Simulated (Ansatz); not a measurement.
`[SiH3][O][Cd][Br]` + H₂O → `[OH][Cd][Br]` + `O[SiH3]`  (formal hydrolysis of a Cd–O bond)

Isolated molecules relaxed with PBE0-D4/def2-TZVP in Ansatz; ΔE leaves out vibrations. CCSD(T)/CBS is the MP2 limit (def2-TZVPP, def2-QZVPP) plus CCSD(T) − MP2 in def2-TZVPP, frozen cores. This one scheme is used for every species. DFT in def2-TZVPP. def2 core potentials past Kr. For Br, Cd outer-core shells are correlated without core-valence functions, which leaves a few kJ/mol of doubt a bond. Scalar relativity is left out up to krypton. One conformer a species, not always the lowest.

`[SiH3][O][Cd][Br]`:

```xyz
7

Si    0.003   -1.032    0.759
O    -0.171   -0.332   -0.698
Cd   -0.060    1.492   -1.398
Br    0.051    3.673   -2.363
H    -0.219   -2.496    0.623
H     1.368   -0.810    1.323
H    -0.972   -0.495    1.754
```

H₂O:

```xyz
3

O     0.314    0.228   -0.029
H    -0.485    0.396    0.476
H     0.171   -0.624   -0.446
```

`[OH][Cd][Br]`:

Cartesian coordinates in Å:
```
O -0.205 -1.109 -0.986
Cd 0.267 0.393 0.188
Br 0.969 2.245 1.535
H -1.032 -1.529 -0.738
```

`O[SiH3]`:

```xyz
6

O     0.909    0.884    0.183
Si   -0.299   -0.171   -0.195
H     1.400    0.732    0.991
H     0.215   -1.559   -0.359
H    -0.871    0.308   -1.474
H    -1.355   -0.195    0.854
```

```csv
species,RPA@PBE/def2-TZVPP energy (Eh)
`[SiH3][O][Cd][Br]`,-3106.85601
H₂O,-76.45633
`[OH][Cd][Br]`,-2816.47831
`O[SiH3]`,-366.82468
```

(1) Work out ΔE.

Largest T1 diagnostic among the species: 0.014.

## Answers

(1) ΔE = (-2816.47831) + (-366.82468) − (-3106.85601) − (-76.45633) = 0.00935 Eh = +24.5 kJ/mol. CCSD(T)/CBS gives +24.2 kJ/mol.

From PBE to PBE0 (25 % exact exchange), in def2-TZVPP and without D4, ΔE moves by +6.2 kJ/mol. Leaving LDA and LC-ωPBE aside and taking each functional with its dispersion term where it has one, the values, not all of them listed here, spread over 12.0 kJ/mol, from PBE-D4 to BHLYP-D4. The D4 term adds +4.6 kJ/mol with B3LYP and +2.7 kJ/mol with PBE0; it sums over pairs of atoms, weighted by their polarisabilities, and B3LYP, whose exchange is more repulsive, gets the larger term.

B3LYP here is the variant with VWN-RPA as its local correlation; programs differ in this.
